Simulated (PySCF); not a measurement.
C₂H₅N.

```xyz
8

C      0.1335     1.1380     0.0000
N     -0.5319    -0.1378     0.0000
C      0.1804    -1.1734     0.0000
H     -0.1866     1.7067    -0.8771
H     -0.1866     1.7067     0.8771
H      1.2310     1.0642     0.0000
H      1.2800    -1.1487     0.0000
H     -0.2986    -2.1520     0.0000
```
Charge 0, spin multiplicity 1.

Geometry: PBE0-D3(BJ)/def2-TZVP.

Level of theory: PBE/pcSseg-2 (PySCF). Non-relativistic, no solvent.

**Question.** Give the absolute GIAO shielding of each atom: isotropic value and principal components (ppm). (An estimate is asked for; the answer gives what the named calculation found.)

**Answer.** 
```json
[
 {"atom": "C1", "σ(iso)": "123.7", "σ11": "89.0", "σ22": "108.0", "σ33": "174.0", "span": "84.9"},
 {"atom": "N2", "σ(iso)": "-144.0", "σ11": "-527.5", "σ22": "-168.7", "σ33": "264.3", "span": "791.8"},
 {"atom": "C3", "σ(iso)": "20.1", "σ11": "-76.2", "σ22": "37.1", "σ33": "99.5", "span": "175.8"},
 {"atom": "H4", "σ(iso)": "27.5", "σ11": "25.3", "σ22": "26.7", "σ33": "30.5", "span": "5.2"},
 {"atom": "H5", "σ(iso)": "27.5", "σ11": "25.3", "σ22": "26.7", "σ33": "30.5", "span": "5.2"},
 {"atom": "H6", "σ(iso)": "28.5", "σ11": "26.7", "σ22": "27.9", "σ33": "31.1", "span": "4.4"},
 {"atom": "H7", "σ(iso)": "23.5", "σ11": "20.7", "σ22": "24.9", "σ33": "24.9", "span": "4.2"},
 {"atom": "H8", "σ(iso)": "24.1", "σ11": "23.1", "σ22": "23.9", "σ33": "25.3", "span": "2.2"}
]
```
